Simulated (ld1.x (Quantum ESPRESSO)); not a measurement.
**u(r) = r·R(r): atom against pseudo-atom (C)**

Columns: radius, all-electron u(r) and pseudo u(r) of the 2s shell (level -40.38 eV) of carbon in the configuration [He] 2s2 2p0; PBE, scalar-relativistic, TM scheme, ld1.x (Quantum ESPRESSO) 7.5.

```
r (bohr)  all-electron   pseudo
   0.100        0.3838  -0.1168
   0.200        0.3590  -0.2110
   0.300        0.1710  -0.2732
   0.400       -0.0640  -0.3199
   0.500       -0.2910  -0.3868
   0.600       -0.4859  -0.5004
   0.700       -0.6413  -0.6414
   0.800       -0.7575  -0.7575
   0.900       -0.8362  -0.8362
   1.000       -0.8818  -0.8818
   1.100       -0.8995  -0.8995
   1.200       -0.8946  -0.8946
   1.300       -0.8723  -0.8723
   1.400       -0.8371  -0.8371
   1.500       -0.7931  -0.7931
   1.600       -0.7433  -0.7433
   1.700       -0.6904  -0.6904
   1.800       -0.6365  -0.6365
   1.900       -0.5830  -0.5830
   2.000       -0.5311  -0.5311
   2.100       -0.4815  -0.4815
   2.200       -0.4346  -0.4346
   2.300       -0.3909  -0.3909
   2.400       -0.3504  -0.3504
   2.500       -0.3131  -0.3131
   2.600       -0.2790  -0.2790
```

(1) How many radial nodes do the two functions have?

(2) At about which radius was the pseudo-wave matched?

(3) Where does each function peak?

(4) Is the pseudo-wave norm-conserving?

Answers

(1) The all-electron 2s function has n − l − 1 = 1; the pseudo-wave has 0, since the states of the same l below it are removed with the core.

(2) 0.75 bohr, where the columns begin to agree (steps of 0.10 bohr).

(3) Outermost all-electron maximum near 1.10 bohr, pseudo maximum near 1.10 bohr (to the table’s step).

(4) Yes: the TM scheme keeps the norm inside the radius equal to the all-electron one, which fixes the energy derivative of the logarithmic derivative at the level.
